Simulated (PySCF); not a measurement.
# UHF on Si(2+) (silicon, charge +2)

Configuration: [Ne] 3s1 4s1, high-spin 3S determinant (an excited configuration). All numbers are calculated (PySCF 2.14, no relativity, point nucleus, in aug-cc-pwCVDZ).

```json
{
 "Total energy": "-287.326032 hartree",
 "One-electron energy": "-386.4020 hartree",
 "Hartree (Coulomb) energy": "118.7063 hartree",
 "Exchange energy": "-19.6304 hartree",
 "Kinetic energy": "287.20560 hartree",
 "⟨S²⟩": "2.0000",
 "⟨L²⟩": "0.000",
 "Sum of ⟨r⟩": "11.08 bohr",
 "Sum of ⟨r²⟩": "31.30 bohr²",
 "Density at the nucleus (Gaussians lack the cusp)": "1720 bohr⁻³",
 "Spin density at the nucleus": "8.18 bohr⁻³",
 "Langevin diamagnetic susceptibility": "-24.8 ×10⁻⁶ cm³/mol"
}
```

```csv
shell,electrons,mean orbital energy (eV),"rms radius, mean of both spins (bohr)"
1s α,1,-1903.3,0.129
1s β,1,-1902.7,0.129
2s α,1,-197.28,0.613
2s β,1,-196.20,0.613
2p α,3,-145.35,0.597
2p β,3,-144.92,0.597
3s α,1,-38.355,2.01
4s α,1,-13.952,4.93
```

The outer electron is Rydberg-like, and this basis confines it to a smaller radius and binds it less than a complete one would.
